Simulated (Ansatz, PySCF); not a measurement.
Reaction (SMILES): [CH2][SiH2]C -> [CH2-][SiH2]C (an electron is taken up)
Each molecule is optimised on its own at B3LYP-D3(BJ)/def2-TZVP (Ansatz, a first-principles code), one conformer each, not searched for the lowest.
Geometry of the first species:
SMILES: [CH2][SiH2]C
```xyz
10

Si     0.0531     0.5267     0.0378
C     -1.6305    -0.2094     0.1949
C      1.3463    -0.8003    -0.2485
H      0.0600     1.5084    -1.0791
H      0.3902     1.2888     1.2728
H     -1.7953    -1.2679     0.3658
H     -2.5378     0.3835     0.1522
H      1.3560    -1.5162     0.5761
H      1.1454    -1.3490    -1.1706
H      2.3437    -0.3635    -0.3253
```
Charge 0, spin multiplicity 2.

Quantity: adiabatic electron affinity (0 K, with B3LYP-D3(BJ) harmonic zero-point energies from PySCF), positive where the reaction releases energy, in eV. Valence correlation only, unless marked. Open shells are spin-unrestricted. Spin-orbit coupling is left out. Non-relativistic. Anions need diffuse functions: aug- sets have them; def2-D sets add few; the other sets have none. Basis-set limits of correlation are two-point, X^-3; Hartree-Fock from the larger set. The bracket is a focal-point correction in the basis named.

| level | program | adiabatic electron affinity (eV) | minus last row |
|---|---|---|---|
| PBE-D3(BJ)/def2-TZVPD | Ansatz + dftd3 | 1.00 | -0.02 |
| PBE0/def2-SVP | Ansatz | 0.44 | -0.58 |
| PBE0/def2-TZVPD | Ansatz | 0.83 | -0.19 |
| BHLYP-D3(BJ)/def2-TZVPD | Ansatz + dftd3 | 0.60 | -0.42 |
| r2SCAN0/def2-TZVPD | Ansatz | 0.69 | -0.33 |
| B2GP-PLYP-D3(BJ)/def2-TZVPD | Ansatz + dftd3 | 0.86 | -0.16 |
| B2GP-PLYP/def2-TZVPD | Ansatz | 0.86 | -0.16 |
| RPA@PBE/cc-pV(T+d)Z | Ansatz | 0.96 | -0.06 |
| RI-MP2/aug-cc-pV(T+d)Z | Ansatz | 1.07 | 0.05 |
| SCS-MP2/cc-pwCVTZ | Ansatz | 0.71 | -0.31 |
| CCSD/cc-pV(T+d)Z | Ansatz | 0.57 | -0.45 |
| CCSD/aug-cc-pV(Q+d)Z | Ansatz | 0.84 | -0.18 |
| CCSD(T)/6-31G | Ansatz | -0.44 | -1.46 |
| RI-MP2/CBS(aug-cc-pV(T+d)Z,aug-cc-pV(Q+d)Z)+[CCSD(T)-MP2]/aug-cc-pV(D+d)Z | Ansatz | 1.06 | 0.04 |
| CCSD(T)/CBS(aug-cc-pV(T+d)Z,aug-cc-pV(Q+d)Z) | Ansatz | 1.02 | 0.00 |
